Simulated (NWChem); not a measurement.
System: HfHSOF; SMILES [OH][Hf]([F])=[S]

The following NWChem deck was run.

```
start job
memory heap 200 mb stack 900 mb global 1100 mb
geometry units angstroms noautoz
  Hf     0.048727    -0.041359    -0.518611
  S      0.230411     2.079947     0.136429
  F      1.427888    -1.133919     0.250606
  O     -1.718438    -0.705375    -0.142858
  H     -2.546615    -0.451148     0.271844
end
basis spherical
  * library def2-svp
end
ecp
  Hf library def2-ecp
end
dft
  xc hcth407
  iterations 150
  mulliken
end
task dft energy
```

Coordinates come from a PBE0/def2-SVP optimisation. def2 effective core potentials on Hf; no spin-orbit coupling.

Question: What results follow from this input? (HCTH/407/def2-SVP with def2 effective core potentials on Hf.) Quantities: energy (Ha); highest occupied level (eV); orbital gap (eV); dipole (D).

Answer: 
```yaml
energy (Ha): -622.00
highest occupied level (eV): -5.80
orbital gap (eV): 1.76
dipole (D): 4.89
```
